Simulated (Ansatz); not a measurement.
Two structures of ZnH3ClO, closed shell, reached by relaxing down either side of one saddle point (PBE0-D4/def2-TZVP). Energies are electronic, without zero-point energy. Ansatz 0.2.0; basis: def2-TZVPP and def2-QZVPP; cores frozen in the correlated methods. The 3s and 3p shells of Cu and Zn are frozen; filled d shells are correlated. Extrapolation: Hartree–Fock as exp(−7.88 √X), correlation as X^−2.97. First:

```xyz
6
angstrom
Zn -0.0811 -0.4869 0.9145
H -0.5688 0.6768 1.7645
O 0.4759 -1.9878 0.1396
H -0.4522 2.2419 -0.5344
Cl -0.0456 1.4886 -1.4881
H 0.6719 -1.9327 -0.7963
```

Second:

```
6
angstrom
Zn 0.1872 -0.0302 -0.7956
H -0.5195 0.7072 1.5068
O 0.2978 -1.4282 0.2884
H -0.6193 1.3809 1.1901
Cl 0.0579 1.6159 -2.0761
H 0.5961 -2.2457 -0.1137
```

Which bonds change from the first to the second?

ZnH₂O ([OH][ZnH]) + HCl → ZnHClO ([OH][Zn][Cl]) + H₂; bonds formed: Zn1–Cl5, H2–H4; bonds broken: Zn1–H2, H4–Cl5.

Give the saddle point's structure and its height above each. (Judge from chemistry; the value comes from the calculation.)

Computed: 13.21 kcal/mol above the first and 38.30 kcal/mol above the second (CCSD(T) at an estimated basis limit (MP2 extrapolated from triple and quadruple zeta, plus CCSD(T) − MP2 in triple zeta)).
```xyz
6
angstrom
Zn -0.0272 -0.2092 0.3547
H -0.5547 1.1167 1.1966
O 0.4365 -1.9183 0.2246
H -0.4402 1.5531 0.2025
Cl -0.1157 1.6304 -1.3163
H 0.7014 -2.1727 -0.6622
```

T1 diagnostic: at most 0.016.

Labels in which every atom is bracketed show which atoms are joined, not bond orders.

For scale, one of the runs: CCSD(T)/def2-TZVPP, 179 basis functions (an equivalent command: `ansatz run in.yaml --threads 4`). Hardware: 4 CPU threads, shared host. Wall time 17 s; peak host memory 1.7 GiB.
